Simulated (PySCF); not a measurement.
C2H8FNSi2, SMILES N[Si@H]1[SiH2]C[C@@H]1F. Geometry: PBE-D3(BJ)/def2-SVP. The structure was generated by enumeration; whether it is a known compound was not checked. Other conformers were not sampled.

Calculation: PBE-D3(BJ)/def2-SVP (PySCF).

Harmonic wavenumbers (cm⁻¹): 107, 142, 167, 229, 272, 314, 338, 379, 417, 447, 519, 603, 619, 665, 682, 721, 810, 848, 875, 904, 951, 1004, 1034, 1094, 1189, 1299, 1376, 1485, 2147, 2154, 2169, 2923, 2980, 3052, 3499, 3599. Rotational constants (GHz): 2.311, 2.193, 1.224; symmetry number 1.

Work out the zero-point energy and the ideal-gas rigid-rotor harmonic-oscillator thermochemistry at 298.15 K and 1 atm.

ZPE = ½ Σ hcν = ½ × 42010 cm⁻¹ = 251.28 kJ/mol. H − E(el) = 276.79 kJ/mol. Entropy in J/(mol K): translation 168.58, rotation 118.57, vibration 87.52, total 374.68. G − E(el) = 165.08 kJ/mol. Cp = 145.59 J/(mol K). Modes under 150 cm⁻¹ make the vibrational entropy uncertain.
